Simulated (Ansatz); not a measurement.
`N[B]([GeH3])CF` + `[SiH3][SnH3]` → `N[B]([SiH3])[GeH3]` + `F[CH2][SnH3]`  (redistribution)

Computed with Ansatz on PBE0-D4/def2-TZVP structures; ΔE is electronic, products minus reactants. CBS: MP2 limit from def2 TZ/QZ plus the TZ coupled-cluster correction, frozen cores. Functionals use def2-TZVPP. Elements past krypton have def2 core potentials. For Ge, Sn outer-core shells are correlated without core-valence functions, which leaves a few kJ/mol of doubt a bond. Scalar relativity is left out up to krypton. One conformer a species, not always the lowest.

`N[B]([GeH3])CF`:

Cartesian coordinates in Å:
```
N -0.294 1.139 -1.225
B 0.008 0.317 -0.147
Ge -0.498 -1.687 -0.211
C 0.734 0.929 1.115
F 0.969 -0.019 2.106
H -0.077 2.123 -1.261
H -0.756 0.806 -2.054
H -1.198 -2.023 -1.549
H 0.734 -2.603 -0.101
H -1.466 -2.081 0.919
H 1.705 1.366 0.842
H 0.138 1.734 1.566
```

`[SiH3][SnH3]`:

```xyz
8

Si   -0.308    1.165   -0.527
Sn    0.291   -1.104    0.499
H    -0.955    2.033    0.492
H    -1.246    0.982   -1.666
H     0.919    1.843   -1.022
H     1.379   -0.909    1.801
H     1.026   -2.118   -0.662
H    -1.106   -1.891    1.086
```

`N[B]([SiH3])[GeH3]`:

Z-matrix (Å, degrees):
```
Si
B 1 2.017
H 1 1.491 2 110.9
H 1 1.491 2 111.0 3 -119.1
H 1 1.495 2 112.1 3 120.5
Ge 2 2.070 1 122.1 3 59.7
N 2 1.386 1 119.7 3 -120.3
H 6 1.541 2 112.0 1 -60.1
H 6 1.541 2 112.0 1 59.7
H 6 1.547 2 111.5 1 179.8
H 7 1.009 2 123.6 1 -180.0
H 7 1.009 2 123.3 1 0.0
```

`F[CH2][SnH3]`:

Z-matrix (Å, degrees):
```
C
Sn 1 2.169
F 1 1.386 2 110.1
H 1 1.093 2 110.6 3 119.7
H 1 1.093 2 110.6 3 -119.7
H 2 1.709 1 108.5 3 180.0
H 2 1.705 1 109.3 3 -60.4
H 2 1.705 1 109.3 3 60.3
```

```csv
species,ωB97M-V energy (Eh)
`N[B]([GeH3])CF`,-2298.68231
`[SiH3][SnH3]`,-507.28481
`N[B]([SiH3])[GeH3]`,-2450.77575
`F[CH2][SnH3]`,-355.16218
```

**Question.** Work out ΔE.

**Answer.** ΔE = (-2450.77575) + (-355.16218) − (-2298.68231) − (-507.28481) = 0.02919 Eh = +0.79 eV. CCSD(T)/CBS gives +0.74 eV.

Largest T1 diagnostic among the species: 0.013.

From PBE to PBE0 (25 % exact exchange), in def2-TZVPP and without D4, ΔE moves by +0.06 eV. In def2-TZVPP, CCSD(T) changes the Hartree–Fock value by −0.14 eV (the triples alone add −0.03 eV) and MP2 by −0.11 eV.
